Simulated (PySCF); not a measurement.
A structure optimised at PBE-D3(BJ)/def2-SVP, used in a PySCF frequency run:

```
B
O 1 1.3503
C 2 1.4207 1 126.35
H 3 1.1087 2 111.97 1 0.00
H 3 1.1087 4 109.54 2 120.58
H 3 1.1087 4 109.54 5 118.84
C 1 1.5287 2 119.50 3 180.00
C 7 1.2282 2 153.19 1 180.00
H 8 1.0821 2 161.84 1 180.00
Cl 1 1.7889 2 121.81 3 0.00
```
Charge 0, spin multiplicity 1.

Question: Write its SMILES, formula and point group.

Answer: C#CB(Cl)OC, C₃H₄BClO, Cs

Question: What are its rotational constants (standard atomic weights)?

Answer: 3.7150, 2.1298, 1.3657 GHz
